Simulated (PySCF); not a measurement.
B3LYP has the VWN-RPA correlation part, as in Gaussian. 

```xyz
4

Cl    -1.3811    -1.3620    -0.1699
Si     0.0014    -0.0005     0.5169
Cl    -0.4899     1.8770    -0.1690
Cl     1.8696    -0.5144    -0.1780
```

Charge 0, multiplicity 2.

Problem. Give the Mulliken and meta-Löwdin atomic charges from PySCF with B3LYP-D3(BJ)/def2-TZVP.

Solution. 
```csv
atom,Mulliken (e),meta-Löwdin (e)
Cl1,-0.18,-0.24
Si2,0.55,0.72
Cl3,-0.18,-0.24
Cl4,-0.18,-0.24
```
